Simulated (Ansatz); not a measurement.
The cluster NaPt₃⁺. The state is a triplet with charge 1. Geometry PBE0-D4/def2-SVP; atoms count from 1.

Cartesian coordinates in Å:
```
Na -0.277 -0.794 -1.830
Pt 1.339 0.885 0.264
Pt 0.024 -1.172 1.020
Pt -1.086 1.081 0.546
```

In the def2 sets Pt takes a core potential; there is no spin–orbit coupling. At PBE0-D4/def2-TZVP a broken-symmetry singlet of charge 1 lies 0.19 eV below the triplet, each at its own geometry. The structure comes from a short search, and lower isomers may exist.

(1) Estimate the Mulliken populations from the PBE0/def2-TZVP orbitals of Ansatz.

(2) Where does the spin sit?

(3) And the Mayer bond orders between bonded heavy atoms (over 0.3)?

## Answers

(1) 
```tsv
atom	charge (e)	spin (α − β)	d electrons
Na1	0.56	-0.01	–
Pt2	0.20	0.80	8.92
Pt3	0.04	0.41	9.16
Pt4	0.20	0.80	8.92
```
Mulliken values and Mayer orders depend strongly on the basis.

(2) Summed by element: Na -0.01, Pt 2.01, of 2 unpaired in all. Largest on single atoms: Pt2 0.80, Pt4 0.80, Pt3 0.41.

(3) Na1–Pt3 0.33 (2.89 Å); Pt2–Pt3 0.79 (2.56 Å); Pt2–Pt4 1.22 (2.45 Å); Pt3–Pt4 0.79 (2.56 Å).
